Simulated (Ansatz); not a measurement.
Isolated molecules relaxed with PBE0-D4/def2-TZVP in Ansatz; ΔE leaves out vibrations. CCSD(T)/CBS is the MP2 limit (def2-TZVPP, def2-QZVPP) plus CCSD(T) − MP2 in def2-TZVPP, frozen cores. DFT in def2-TZVPP. B3LYP here is the variant with VWN-RPA as its local correlation; programs differ in this. No spin–orbit coupling; open shells (•) take unrestricted orbitals. One conformer a species, not always the lowest.

Consider the homolysis of the Si–Si bond: `N[SiH](O)[Si](N)(O)O` → `N[SiH]O`• + `N[Si](O)O`•.

| level | ΔE (kcal/mol) | difference from CCSD(T)/CBS |
| --- | --- | --- |
| PBE-D4 | 78.4 | -6.3 |
| B3LYP-D4 | 80.0 | -4.7 |
| B2PLYP | 78.8 | -5.9 |
| PBE0 | 77.7 | -7.0 |
| B3LYP | 74.9 | -9.8 |
| MP2/def2-TZVPP | 82.9 | -1.8 |
| SCS-MP2/def2-TZVPP | 83.3 | -1.4 |
| CCSD/def2-TZVPP | 81.7 | -3.0 |
| MP2/CBS(def2) | 84.6 | -0.1 |
| CCSD/CBS(def2) | 83.4 | -1.3 |
| CCSD(T)/CBS | 84.7 | 0 |

Largest T1 diagnostic among the species: 0.014.

The D4 term adds +5.1 kcal/mol with B3LYP and +2.9 kcal/mol with PBE0; it sums over pairs of atoms, weighted by their polarisabilities, and B3LYP, whose exchange is more repulsive, gets the larger term. In def2-TZVPP, CCSD(T) changes the Hartree–Fock value by +21.0 kcal/mol (the triples alone add +1.3 kcal/mol) and MP2 by +20.9 kcal/mol; breaking electron pairs costs correlation energy, which Hartree–Fock lacks.
